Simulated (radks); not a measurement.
The strontium ion Sr16+, 22 electrons, occupied as [Ne] 3s2 3p5.75 3d4 4d0.25 (fractional occupations, a model configuration). Calculated with a radial shooting solver on a logarithmic mesh with Libxc functionals: Dirac Kohn-Sham, exchange-only PBE, spin-unpolarised, spherical densities, point nucleus; open shells fill j = l - 1/2 first.

Normalised radial functions P(r) = r R(r) (large component), r in bohr:

r	2p1/2	3d3/2
0.001487	0.0077	0.0000
0.001905	0.0111	0.0000
0.002442	0.0161	0.0000
0.003129	0.0236	0.0001
0.004009	0.0350	0.0001
0.005138	0.0524	0.0002
0.006584	0.0787	0.0004
0.008437	0.1184	0.0008
0.01081	0.1778	0.0016
0.01385	0.2656	0.0032
0.01775	0.3927	0.0063
0.02275	0.5717	0.0123
0.02916	0.8144	0.0236
0.03736	1.1268	0.0444
0.04788	1.5008	0.0818
0.06135	1.9035	0.1461
0.07862	2.2687	0.2515
0.1007	2.4994	0.4135
0.1291	2.4935	0.6419
0.1654	2.1969	0.9292
0.212	1.6566	1.2360
0.2717	1.0289	1.4848
0.3482	0.5018	1.5770
0.4461	0.1806	1.4399
0.5717	0.0443	1.0923
0.7326	0.0067	0.6590
0.9388	0.0006	0.2982
1.203	0.0000	0.0930
1.542	0.0000	0.0179
1.976	0.0000	0.0019
2.532	0.0000	0.0001
3.244	0.0000	0.0000

2p1/2: eigenvalue -2487.1 eV, 0 radial nodes, <r> = 0.147 bohr, 90 % of the charge inside 0.240 bohr. 3d3/2: eigenvalue -587.86 eV, 0 radial nodes, <r> = 0.420 bohr, 90 % of the charge inside 0.656 bohr.
